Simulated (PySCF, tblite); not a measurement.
One entry of a table of gas-phase calculations, keyed by method. Lists by class give the value and the number of equivalent atoms.

```json
{
 "formula": "C5H9FN",
 "smiles": "C/C(=C/F)CC[NH]",
 "charge": 0,
 "multiplicity": 2,
 "geometry_level": "GFN2-xTB",
 "atoms_angstrom": [
  ["C", 1.167, 1.008, 0.364],
  ["C", 0.766, -0.402, 0.129],
  ["C", 1.315, -1.414, 0.794],
  ["F", 0.934, -2.692, 0.608],
  ["C", -0.384, -0.584, -0.806],
  ["C", -1.632, 0.104, -0.159],
  ["N", -1.521, 1.494, -0.024],
  ["H", 1.811, 1.124, 1.23],
  ["H", 1.652, 1.431, -0.514],
  ["H", 0.215, 1.571, 0.513],
  ["H", 2.128, -1.336, 1.5],
  ["H", -0.178, -0.102, -1.764],
  ["H", -0.598, -1.639, -0.971],
  ["H", -2.485, -0.158, -0.806],
  ["H", -1.801, -0.328, 0.833],
  ["H", -1.398, 1.93, -0.939]
 ],
 "electronic_structure_code": "PySCF",
 "results": {
  "GFN2-xTB geometry": {
   "point_group": "C1",
   "rotational_constants_GHz": [4.569, 1.702, 1.367]
  },
  "GFN2-xTB harmonic vibrations, gas phase": {
   "strongest_ir_bands_cm-1_km_per_mol_modes": [
    [574.9, 27.8, 1],
    [1088.0, 87.4, 1],
    [1137.7, 92.9, 1],
    [1694.3, 96.0, 1],
    [2967.4, 45.6, 1],
    [3300.9, 36.1, 1]
   ],
   "zpe_kcal_per_mol": 81.2
  },
  "UKS B3LYP, pcH-1 on C F H N, non-relativistic, mean-field spin-orbit, GIAO": {
   "g_iso": 2.0042,
   "g_tensor": [2.00217, 2.00352, 2.00692],
   "s2": 0.755,
   "a_iso_by_class_MHz": [
    ["1H", 78.0, 2],
    ["1H", -54.7, 1],
    ["13C", 44.6, 1],
    ["13C", 41.7, 1],
    ["13C", -35.8, 1]
   ],
   "spin_populations_mulliken_by_atom": [0.07, -0.04, 0.07, 0.0, 0.06, -0.07, 0.89, 0.0, 0.0, -0.02, 0.0, 0.0, 0.0, 0.07, 0.0, -0.03]
  }
 }
}
```

At 9.50 GHz, hν = g·μB·B₀ (B₀ the magnetic field) puts the centre of the isotropic spectrum, to first order, at 338.7 mT. With B = h/(8π²I), that is 505.379 GHz u Å² over I, the principal moments of inertia are 110.6, 296.9 and 369.7 u Å² (most abundant isotopes); the inertial defect Ic − Ia − Ib is -37.8 u Å² (zero for a rigid planar frame, negative otherwise). The rotational constants make it an asymmetric top with κ = (2B − A − C)/(A − C) = -0.79, nearer the prolate limit (−1).

 In GFN2-xTB open shells enter through the occupations alone, without spin polarisation, so single modes can be far off. Hyperfine couplings depend on the geometry, which wasn't re-optimised at a DFT level. Couplings of like nuclei are plain means over topologically equivalent atoms, as if these changed places fast (by rotation of a methyl-like group, say); in this geometry the members of some sets differ.

For the EPR job (B3LYP), on one thread of an Arm Neoverse V2, no GPU, shared host with 96 logical CPUs at a one-minute load of 37, this took 61 s (grids of density and orbitals included) and 1.0 GiB of memory at its peak.

Conformer computed: `[CH3:1]/[C:2](=[CH:3]/[F:4])[CH2:5][CH2:6][NH:7]`: C1–C2–C5–C6 -63°, C2–C5–C6–N7 65°, H–N7–C6–C5 60°.

One conformer stands for the species.
